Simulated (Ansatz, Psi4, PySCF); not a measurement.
trimethyl amine (C₃H₉N), singlet, at a GFN2-xTB geometry. Base run: MP2/6-31G** in PySCF.

PySCF was given this input:
```python
from pyscf import gto, scf, mp

mol = gto.M(
    atom='''
N    -0.00261790    0.00013854    0.37401739
C    -0.00152192    1.37970834   -0.06300031
C     1.19627023   -0.68818901   -0.05385049
C    -1.19343643   -0.69158875   -0.07057579
H     0.00601956    1.47958855   -1.16082857
H     0.87937092    1.88014242    0.33668072
H    -0.88934309    1.87762614    0.32430169
H     1.29087415   -0.73861551   -1.15101370
H     1.18494027   -1.70346684    0.34014693
H     2.06712214   -0.17042002    0.34575384
H    -1.27253017   -0.74226236   -1.16895468
H    -2.07126594   -0.17630754    0.31678972
H    -1.18473380   -1.70683808    0.32356185
''',
    basis='6-31g**',
    verbose=4,
)

mf = scf.RHF(mol)
mf.kernel()

pt = mp.MP2(mf)
pt.kernel()
print('E(MP2) = %.10f' % pt.e_tot)
```

The same geometry, method and basis name were run in Ansatz (a program for electronic structure) and Psi4 and PySCF, at each program's defaults and at the settings that a row names. The base is PySCF at its defaults. Differences at the defaults can come from grids, fitting, cores and function types together.

| code and settings | ΔE vs base (mEh) | basis functions | E (Eh) | SCF cycles |
|---|---|---|---|---|
| PySCF, defaults (exact integrals, spherical functions, all electrons correlated) | 0.000 | 101 | -173.90573 | 9 |
| Psi4, defaults (density fitting with its default set, Cartesian functions, all electrons correlated) | -14.290 | 105 | -173.92002 | 10 |
| Ansatz, defaults (factorised integrals, Cartesian functions, frozen core) | 4.578 | 105 | -173.90115 | - |
| PySCF, frozen core | 10.977 | 101 | -173.89475 | 9 |
| Psi4, exact integrals, spherical functions, frozen core | 10.977 | 101 | -173.89475 | 10 |
| Ansatz, high accuracy, frozen core, Cartesian functions as the basis file defines them | 4.573 | 105 | -173.90116 | - |
